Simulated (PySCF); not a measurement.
SMILES C=Cc1ccc(O[SiH3])s1 (C6H8OSSi), GFN2-xTB optimised geometry.

```
17

C     -2.30    -2.99     0.00
C     -0.97    -3.05     0.00
C     -0.10    -1.91     0.00
C      1.27    -1.91     0.00
C      1.85    -0.62     0.00
C      0.91     0.37     0.00
O      1.15     1.68     0.00
Si     0.13     2.96    -0.01
S     -0.71    -0.27     0.00
H     -2.82    -2.05     0.00
H     -2.90    -3.88     0.00
H     -0.46    -4.00     0.00
H      1.85    -2.81     0.00
H      2.90    -0.43     0.00
H     -0.70     2.93    -1.20
H      1.15     4.00     0.00
H     -0.71     2.93     1.19
```

Density from PySCF 2.14.0 with CAM-B3LYP/def2-SVP at that geometry.

Minimum of the electron density along straight lines between bonded atoms, close to the bond critical point (lines longer than 1.1 times the sum of covalent radii, or with two minima, are not listed):

| bond | length / Å | ρ at the minimum / e bohr⁻³ | ∇²ρ there / e bohr⁻⁵ | position (fraction from the first atom) |
|---|---|---|---|---|
| C1–C2 | 1.330 | 0.343 | (withheld) | 0.49 |
| C2–C3 | 1.436 | 0.285 | -0.72 | 0.49 |
| C3–C4 | 1.368 | 0.321 | -0.81 | 0.51 |
| C4–C5 | 1.408 | 0.301 | -0.76 | 0.50 |
| C5–C6 | 1.364 | 0.325 | -0.84 | 0.47 |
| C6–O7 | 1.325 | 0.302 | (withheld) | 0.33 |
| O7–Si8 | 1.635 | 0.123 | 1.05 | 0.59 |
| C3–S9 | 1.748 | 0.206 | (withheld) | 0.46 |
| C6–S9 | 1.738 | 0.213 | -0.48 | 0.48 |
| C1–H10 | 1.077 | 0.283 | -1.08 | 0.63 |
| C1–H11 | 1.075 | 0.284 | -1.10 | 0.64 |
| C2–H12 | 1.083 | 0.282 | -1.08 | 0.64 |
| C4–H13 | 1.076 | 0.284 | -1.10 | 0.64 |
| C5–H14 | 1.074 | 0.283 | -1.09 | 0.64 |
| Si8–H15 | 1.463 | 0.120 | 0.32 | 0.49 |
| Si8–H16 | 1.452 | 0.122 | 0.34 | 0.49 |
| Si8–H17 | 1.463 | 0.120 | 0.32 | 0.49 |

Question: Complete the blanks.

Answer: 
- C1–C2, ∇²ρ there / e bohr⁻⁵: -0.92
- C6–O7, ∇²ρ there / e bohr⁻⁵: -0.11
- C3–S9, ∇²ρ there / e bohr⁻⁵: -0.41
